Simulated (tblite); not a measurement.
C4H6BN.
Geometry (GFN2-xTB, Å), atoms numbered from 1 in this order:
```
atom  x, y, z in Å
C1     1.6697   -1.1147   -0.0013
C2     1.1938    0.0944   -0.3004
B3    -0.2719    0.5508   -0.0808
C4    -1.4633   -0.3953    0.3145
C5    -0.5841    2.0300   -0.2823
N6    -0.8152    3.1456   -0.4344
H7     2.7021   -1.3882   -0.1578
H8     1.0446   -1.8827    0.4252
H9     1.8971    0.8115   -0.7124
H10   -2.0234    0.0065    1.1586
H11   -2.1770   -0.4451   -0.5094
H12   -1.1711   -1.4135    0.5545
```

Method: GFN2-xTB as coded in tblite; computed harmonic values from a numerical Hessian at the method's own geometry, unscaled. The method is semi-empirical: single wavenumbers can be off by several per cent or more. One conformer, not necessarily the lowest. The optimisation stopped once no atom felt more than 0.01 eV/Å.

Lowest wavenumbers of the output (negative numbers stand for imaginary wavenumbers):
```
mode    cm-1
  1     -30.6
  2      34.8
  3     126.0
  4     187.8
  5     228.4
  6     374.0
  7     408.5
  8     481.6
```

Problem. Is this structure a minimum?

Solution. Not by this Hessian. 1 mode is imaginary beyond 20i (31i cm⁻¹), so at this level the point lies at or near a first-order saddle. The curvature is small, so loose convergence or finite differences may be the whole cause.

Problem. Which atoms move in the imaginary mode?

Solution. 31i: C2 (alkene CH carbon) 20 %, C1 (terminal =CH2 carbon) 19 %, H8 (vinylic hydrogen) 16 %, H9 (vinylic hydrogen) 14 %. These are shares of the mass-weighted motion.

Problem. What is the remedy?

Solution. Step along that mode in both directions, optimise again with tighter thresholds and repeat the frequencies. The zero-point energy of this point (56.1 kcal/mol) counts the 29 real modes alone, and thermal corrections from it aren't those of a minimum.
